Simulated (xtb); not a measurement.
N-methyl-N-silylpropan-2-amine (C4H13NSi), SMILES CC(C)N(C)[SiH3]. All values are semi-empirical tight-binding results from xtb (GFN2-xTB unless named), good for trends rather than for accurate numbers. Geometry optimised at GFN2-xTB. Other conformers were not sampled.

Optimised geometry:

Bond lengths (Å): C1–C2 1.531, C1–H7 1.087, C1–H8 1.087, C1–H9 1.087, C2–C3 1.532, C2–N4 1.451, C2–H10 1.095, C3–H11 1.088, C3–H12 1.087, C3–H13 1.088, N4–C5 1.444, N4–Si6 1.718, C5–H14 1.088, C5–H15 1.096, C5–H16 1.091, Si6–H17 1.475, Si6–H18 1.463, Si6–H19 1.462. Bond angles (°): C2–C1–H7 109.6, C2–C1–H8 109.9, C2–C1–H9 111.4, H7–C1–H8 108.7, H7–C1–H9 108.1, H8–C1–H9 109.0, C1–C2–C3 110.6, C1–C2–N4 112.0, C1–C2–H10 107.6, C3–C2–N4 112.8, C3–C2–H10 107.8, N4–C2–H10 105.7, C2–C3–H11 110.9, C2–C3–H12 110.0, C2–C3–H13 110.0, H11–C3–H12 108.3, H11–C3–H13 108.8, H12–C3–H13 108.8, C2–N4–C5 115.8, C2–N4–Si6 120.6, C5–N4–Si6 119.7, N4–C5–H14 109.0, N4–C5–H15 112.5, N4–C5–H16 110.7, H14–C5–H15 107.9, H14–C5–H16 108.2, H15–C5–H16 108.5, N4–Si6–H17 115.7, N4–Si6–H18 105.6, N4–Si6–H19 105.9, H17–Si6–H18 108.5, H17–Si6–H19 108.7, H18–Si6–H19 112.5.
Charge 0, spin multiplicity 1.

Computed properties:
| Item | Result |
|---|---|
| orbital gap | 4.94 eV |
| dipole moment | 1.15 D |
| zero-point energy | 100.7 kcal/mol |
| G − E(el) at 298.15 K (modified RRHO) | 79.7 kcal/mol |
| static polarisability (D4 model) | 89.6 bohr³ |
| solvation energy, GFN2-xTB/ALPB(water) | -0.2 kcal/mol |
| solvation energy, GFN2-xTB/ALPB(ch2cl2) | -4.6 kcal/mol |

Problem. Give the atomic charges and the Wiberg bond orders between heavy atoms. (An estimate is asked for; the answer gives what the named calculation found.)

Solution. charges (e) C1 -0.11, C2 0.05, C3 -0.11, N4 -0.27, C5 -0.02, Si6 0.47, H7 0.04, H8 0.04, H9 0.04, H10 0.02, H11 0.04, H12 0.04, H13 0.03, H14 0.03, H15 0.02, H16 0.03, H17 -0.10, H18 -0.11, H19 -0.11. Bond orders C1–C2 1.00, C2–C3 1.00, C2–N4 1.02, N4–C5 1.04, N4–Si6 1.11.
